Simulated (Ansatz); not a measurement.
Reactions of `[OH][SnH]([Cl])[SiH2]F`.

Computed with Ansatz on PBE0-D4/def2-TZVP structures; ΔE is electronic, products minus reactants. CCSD(T)/CBS is the MP2 limit (def2-TZVPP, def2-QZVPP) plus CCSD(T) − MP2 in def2-TZVPP, frozen cores. This one scheme is used for every species, atoms too. Open shells (•) are unrestricted, without spin–orbit coupling. Spin–orbit coupling would lower the free atoms: a little for Cl, F, O, Si; strongly for Sn. Elements past krypton have def2 core potentials. For Sn outer-core shells are correlated without core-valence functions, so the limit isn't a true one: a few kJ/mol of doubt a bond, and 10 to 20 or more in all where bonds break to atoms. Each species was taken in one conformer, which may not be the lowest.

**Question.** Order these by ΔE at CCSD(T)/CBS, lowest first. (Best estimate.)
A. `[OH][SnH]([Cl])[SiH2]F` + H₂ → `[OH][SnH2][Cl]` + `F[SiH3]`
B. `[OH][SnH]([Cl])[SiH2]F` + H₂O → `[OH][SnH]([OH])[Cl]` + `F[SiH3]`
C. `[OH][SnH]([Cl])[SiH2]F` → `[OH][SnH2][Cl]` + `F[SiH]`
D. `[OH][SnH]([Cl])[SiH2]F` → `F[SiH2]`• + `[OH][SnH][Cl]`•
E. `[OH][SnH]([Cl])[SiH2]F` + `N[SiH2]S` → `N[SiH2]S[SiH2]F` + `[OH][SnH2][Cl]`
F. `[OH][SnH]([Cl])[SiH2]F` → `[OH][Sn][Cl]` + `F[SiH3]`
G. `[OH][SnH]([Cl])[SiH2]F` → Cl• + F• + 4 H• + O• + Si• + Sn•
H. `[OH][SnH]([Cl])[SiH2]F` + CH₃OH → `CO[SiH2]F` + `[OH][SnH2][Cl]`

**Answer.** H (-22.9 kcal/mol), E (-14.0 kcal/mol), F (-5.2 kcal/mol), B (-2.7 kcal/mol), A (+0.1 kcal/mol), C (+53.0 kcal/mol), D (+68.2 kcal/mol), G (+678.3 kcal/mol).

Largest T1 diagnostic: 0.017, for `[OH][SnH][Cl]`•.
